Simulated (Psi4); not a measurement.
F₂S, triplet, geometry from GFN2-xTB (a higher spin typed on purpose: for a closed-shell molecule this is an excited state); PBE0/aug-cc-pVTZ (Psi4).

The Psi4 input:
```
memory 2 GB

molecule {
0 3
F    -1.06282617   -0.59373096   -0.00094504
S    -0.09238123    0.70770983   -0.00877839
F     1.22705948   -0.66441984    0.01655107
}

set {
  basis aug-cc-pvtz
  reference uks
}

energy('pbe0')
print_variables()
```

Q: Predict the main parts of the log of this Psi4 run.

A: 
```
   => Loading Basis Set <=

    Name: AUG-CC-PVTZ
    Role: ORBITAL
    Keyword: BASIS

         ---------------------------------------------------------
                                   SCF
               by Justin Turney, Rob Parrish, Andy Simmonett
                          and Daniel G. A. Smith
                              UKS Reference
         ---------------------------------------------------------

  ==> Geometry <==

    Molecular point group: cs
    Full point group: Cs

    Geometry (in Angstrom), charge = 0, multiplicity = 3:

       Center              X                  Y                   Z               Mass
    ------------   -----------------  -----------------  -----------------  -----------------
         F           -0.575444456817     1.065234811487     0.000000000000    18.998403162730
         S            0.726000697243     0.094764109304     0.000000000000    31.972071174400
         F           -0.646329066258    -1.224711627590     0.000000000000    18.998403162730

  Running in cs symmetry.

  Rotational constants: A =      0.57003  B =      0.32514  C =      0.20704 [cm^-1]
  Rotational constants: A =  17089.04557  B =   9747.49025  C =   6207.03455 [MHz]
  Nuclear repulsion =  105.674098017751788

  Charge       = 0
  Multiplicity = 3
  Electrons    = 34
  Nalpha       = 18
  Nbeta        = 16

  ==> Algorithm <==

  SCF Algorithm Type is DF.
  DIIS enabled.
  MOM disabled.
  Fractional occupation disabled.
  Guess Type is SAD.
  Energy threshold   = 1.00e-06
  Density threshold  = 1.00e-06
  Integral threshold = 1.00e-12

  ==> Primary Basis <==

  Basis Set: AUG-CC-PVTZ
    Blend: AUG-CC-PVTZ
    Number of shells: 44
    Number of basis functions: 142
    Number of Cartesian functions: 169
    Spherical Harmonics?: true
    Max angular momentum: 3

  ==> DFT Potential <==

   => LibXC <=

    Version 7.1.2
    S. Lehtola, C. Steigemann, M. J. T. Oliveira, and M. A. L. Marques,  SoftwareX 7, 1–5 (2018) (10.1016/j.softx.2017.11.002)

   => Composite Functional: PBE0 <=

    PBE0 Hyb-GGA Exchange-Correlation Functional

    C. Adamo and V. Barone,  J. Chem. Phys. 110, 6158 (1999) (10.1063/1.478522)
    M. Ernzerhof and G. E. Scuseria,  J. Chem. Phys. 110, 5029 (1999) (10.1063/1.478401)

    Deriv               =              1
    GGA                 =           TRUE
    Meta                =          FALSE

    Exchange Hybrid     =           TRUE
    MP2 Hybrid          =          FALSE

   => Exchange Functionals <=

[...]

   @Spin Contamination Metric:   1.216231034E-02
   @S^2 Expected:                2.000000000E+00
   @S^2 Observed:                2.012162310E+00
   @S   Expected:                1.000000000E+00
   @S   Observed:                1.000000000E+00

    Orbital Energies [Eh]
    ---------------------

    Alpha Occupied:

[...]
    Alpha Virtual:

[...]
      93Ap    13.853875

    Beta Occupied:

[...]
      13Ap    -0.382199

    Beta Virtual:

[...]
    Final Occupation by Irrep:
             Ap   App
    DOCC [    13,    3 ]
    SOCC [     1,    1 ]
    NA   [    14,    4 ]
    NB   [    13,    3 ]

  @DF-UKS Final Energy:  -597.51985895601911

   => Energetics <=

    Nuclear Repulsion Energy =            105.6740980177517883
    One-Electron Energy =               -1038.2036804901060805
    Two-Electron Energy =                 369.9244942049945735
    DFT Exchange-Correlation Energy =     -34.9147706886594804
    Empirical Dispersion Energy =           0.0000000000000000
    VV10 Nonlocal Energy =                  0.0000000000000000
    Total Energy =                       -597.5198589560191067

  UHF NO Occupations:
  HONO-2 :   13 Ap 1.9957862
  HONO-1 :   14 Ap 1.0000000
  HONO-0 :    4App 1.0000000
  LUNO+0 :   15 Ap 0.0042138
  LUNO+1 :   16 Ap 0.0009881
  LUNO+2 :    5App 0.0004870
  LUNO+3 :    6App 0.0001304

Computation Completed

Properties will be evaluated at   0.000000,   0.000000,   0.000000 [a0]

Properties computed using the SCF density matrix

 Multipole Moments:

 ------------------------------------------------------------------------------------
     Multipole            Electronic (a.u.)      Nuclear  (a.u.)        Total (a.u.)
 ------------------------------------------------------------------------------------

 L = 1.  Multiply by 2.5417464519 to convert [e a0] to [Debye]
 Dipole X            :         -0.1887652            1.1717236            0.9829584
 Dipole Y            :          0.3674184            0.1529439            0.5203622
 Dipole Z            :          0.0000000            0.0000000            0.0000000
 Magnitude           :                                                    1.1121979

 ------------------------------------------------------------------------------------

  Variable Map:
  ----------------------------------------------------------------------------
[...]
  Array Variable Map:
  ----------------------------------------------------------------------------
[...]
[...]
```
